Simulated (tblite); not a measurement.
A tight-binding relaxation on `B[C@@]1([SiH](C)C)C[C@H]1Br`.

Computed with GFN2-xTB geometry optimisation, gas phase (tblite 0.8.0). Start geometry: from a force field or distance geometry. The command runs a driver script over a list of jobs; the input below is this job's line of settings and its coordinates in Å.

Command:
```bash
OMP_NUM_THREADS=1 python probes_run.py task.json out
```

Input:
```
{"job": {"kind": "relax", "xc": "GFN2-xTB", "basis": "xTB"}, "charge": 0, "multiplicity": 1}
B      1.201400     1.431700    -0.733700
C      0.867300     0.032500    -0.057100
Si    -0.915700    -0.411400     0.280800
C     -1.874300    -0.386100    -1.338700
C     -1.665600     0.837700     1.459900
C      1.722300    -1.132300    -0.547800
C      1.901200    -0.616800     0.876700
Br     3.611800     0.288300     1.163000
H      1.452900     2.369100    -0.060800
H      1.025400     1.571500    -1.890000
H     -1.016800    -1.749100     0.875800
H     -1.427800    -1.131500    -2.027500
H     -2.936700    -0.663300    -1.126900
H     -1.822800     0.619200    -1.781200
H     -2.726100     0.583900     1.655600
H     -1.617800     1.851500     1.010500
H     -1.092300     0.836200     2.406700
H      2.562600    -0.878100    -1.230400
H      1.229700    -2.121000    -0.591800
H      1.516300    -1.321200     1.653900
```

Output:
```
step      E/eV     max force
  0    -647.87537    2.049
  1    -648.05857    0.970
  2    -648.15075    0.503
  3    -648.18377    0.447
  4    -648.22788    0.397
  5    -648.24212    0.378
  6    -648.25745    0.287
  7    -648.26525    0.252
  8    -648.27013    0.155
  9    -648.27255    0.107
... (37 lines left out)
 47    -648.29179    0.016
 48    -648.29183    0.017
 49    -648.29188    0.022
 50    -648.29193    0.022
 51    -648.29197    0.017
 52    -648.29201    0.018
 53    -648.29205    0.026
 54    -648.29211    0.024
 55    -648.29215    0.014
 56    -648.29217    0.008
```

«max force» is the largest atomic force in eV/Å.

Summary of the converged run: energy lowered by 9.6 kcal/mol over 56 steps; largest atomic force 0.008 eV/Å at the end.

Task: Give the final coordinates.

Result: 0.106 Å rms from the input after alignment:
```
atom  x, y, z in Å
B1     1.0792    1.4147   -0.6910
C2     0.9263   -0.0072   -0.1105
Si3   -0.9151   -0.3960    0.2582
C4    -1.8792   -0.3965   -1.3772
C5    -1.6025    0.8870    1.4773
C6     1.7568   -1.1869   -0.5493
C7     1.8934   -0.6398    0.8326
Br8    3.5205    0.2903    1.3072
H9     1.2681    2.3239    0.0204
H10    0.9461    1.5885   -1.8407
H11   -0.9393   -1.7451    0.8618
H12   -1.4565   -1.0982   -2.0899
H13   -2.9160   -0.6745   -1.2161
H14   -1.8684    0.5865   -1.8395
H15   -2.6351    0.6700    1.7324
H16   -1.5707    1.8865    1.0522
H17   -1.0334    0.9080    2.4021
H18    2.5616   -1.0102   -1.2497
H19    1.2986   -2.1614   -0.6594
H20    1.5605   -1.2290    1.6760
```

Time: 0.82 s wall. Hardware: one thread, Arm Neoverse N1 (aarch64), shared host with 64 logical CPUs at a one-minute load of 52.
Labels such as C1 count atoms from 1, the log's own numbers from 0.
